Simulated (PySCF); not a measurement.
Te(Cl)(SH) (ClHSTe), SMILES S[Te]Cl.

Geometry: B3LYP-D3(BJ)/def2-TZVP. The def2 effective core potentials stand for the cores of Te; spin–orbit coupling is left out. The values are those of a single conformer.

Method: B3LYP/def2-TZVPD (PySCF).

| Quantity | Value |
|---|---|
| total energy | -1127.20575 hartree |
| highest occupied level | -6.52 eV |
| lowest empty level | -2.82 eV |
| orbital gap | 3.70 eV |
| dipole moment | 2.06 D |
| quadrupole, principal values (traceless, Buckingham form, about the centre of nuclear charge) | -4.30, -1.09, 5.39 D·Å |
| mean static polarisability | 80.4 bohr³ (11.91 Å³) |
| polarisability, principal values | 61.9, 75.7, 103.5 bohr³ |
